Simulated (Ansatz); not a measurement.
A nudged elastic band was laid between two geometries of AlH3O3 + H4Si (12 atoms, charge 0, multiplicity 1).

All numbers below come from RKS B3LYP-D4/def2-SVP in Ansatz 0.2.0.

```json
{
  "movable images": "7",
  "climbing image": "yes",
  "spring": "5.0 eV/Å²",
  "optimiser": "quadratic models (default)",
  "start path": "through a guess of the saddle point",
  "force threshold": "0.05 eV/Å",
  "iteration limit": "60",
  "end points": "relaxed"
}
```

Image 0:

```xyz
12
Properties=species:S:1:pos:R:3
Al -0.075 -0.368 0.423
O -0.264 -1.105 1.943
H -1.083 -1.410 2.339
O 1.488 0.228 0.059
H 1.765 0.400 -0.846
O -1.207 -0.417 -0.850
H -2.052 -0.873 -0.862
Si 0.214 2.810 0.909
H 1.531 2.830 1.587
H 0.324 2.888 -0.570
H -0.626 3.944 1.393
H -0.541 1.569 1.308
```

Image 8:

```xyz
12
Properties=species:S:1:pos:R:3
Al 0.197 0.433 0.184
O -0.334 -0.341 1.964
H -1.161 -0.720 1.585
O 1.717 -0.200 -0.298
H 1.891 -1.120 -0.514
O -1.285 -0.373 -0.309
H -1.594 -0.536 -1.203
Si 0.178 2.841 0.599
H 1.484 3.378 1.103
H -0.197 3.660 -0.601
H -0.835 3.191 1.660
H -0.586 0.283 2.663
```

Q: What changes between the two ends?

A: Bonds broken: Si8–H12. Bonds formed: Al1–Si8, O2–H12. AlH3O3 + H4Si becomes AlH7O3Si.

Q: Give the energies along the band, and the barrier.

A: The run converged. The highest image is number 3 of 0 to 8, 136.7 kJ/mol above the first end and 99.9 kJ/mol above the last; the last end lies 36.8 kJ/mol above the first. Neighbouring images differ by up to 1.3 eV, so the band resolves the path poorly. A vibrational analysis at the climbing image gives one clearly imaginary mode, 1225i cm⁻¹: a first-order saddle point. The orbitals stay closed-shell, which can raise the energy where a bond breaks towards radicals; this wasn't checked here.

```json
{"image": "0", "path coordinate (Å)": "0.00", "energy (kJ/mol)": "0.0", "Si8–H12 (Å)": "1.51", "Al1–Si8 (Å)": "3.23", "O2–H12 (Å)": "2.76"}
{"image": "1", "path coordinate (Å)": "1.04", "energy (kJ/mol)": "4.2", "Si8–H12 (Å)": "1.50", "Al1–Si8 (Å)": "3.19", "O2–H12 (Å)": "2.61"}
{"image": "2", "path coordinate (Å)": "2.07", "energy (kJ/mol)": "11.2", "Si8–H12 (Å)": "1.50", "Al1–Si8 (Å)": "3.18", "O2–H12 (Å)": "2.32"}
{"image": "3", "path coordinate (Å)": "3.11", "energy (kJ/mol)": "136.7", "Si8–H12 (Å)": "1.91", "Al1–Si8 (Å)": "2.67", "O2–H12 (Å)": "1.25"}
{"image": "4", "path coordinate (Å)": "3.83", "energy (kJ/mol)": "76.0", "Si8–H12 (Å)": "2.54", "Al1–Si8 (Å)": "2.49", "O2–H12 (Å)": "0.98"}
{"image": "5", "path coordinate (Å)": "4.55", "energy (kJ/mol)": "46.7", "Si8–H12 (Å)": "3.09", "Al1–Si8 (Å)": "2.45", "O2–H12 (Å)": "0.97"}
{"image": "6", "path coordinate (Å)": "5.27", "energy (kJ/mol)": "42.7", "Si8–H12 (Å)": "3.26", "Al1–Si8 (Å)": "2.44", "O2–H12 (Å)": "0.97"}
{"image": "7", "path coordinate (Å)": "5.99", "energy (kJ/mol)": "37.1", "Si8–H12 (Å)": "3.41", "Al1–Si8 (Å)": "2.44", "O2–H12 (Å)": "0.97"}
{"image": "8", "path coordinate (Å)": "6.70", "energy (kJ/mol)": "36.8", "Si8–H12 (Å)": "3.37", "Al1–Si8 (Å)": "2.44", "O2–H12 (Å)": "0.97"}
```

Q: What is the geometry of the highest image?

A: 
```xyz
12
Properties=species:S:1:pos:R:3
Al 0.031 -0.002 0.265
O -0.141 -0.360 2.054
H -1.001 -0.684 2.366
O 1.597 -0.329 -0.309
H 1.974 -0.159 -1.174
O -1.463 -0.305 -0.498
H -1.633 -0.429 -1.434
Si 0.041 2.564 1.008
H 1.247 3.173 1.645
H 0.146 2.858 -0.464
H -1.175 3.294 1.482
H -0.148 0.877 1.892
```

The band took 47 iterations and about 18 core-minutes.

Run time: 5 min on 4 threads of Intel(R) Xeon(R) 6975P-C (Granite Rapids), on a shared host, peak memory 0.3 GiB.
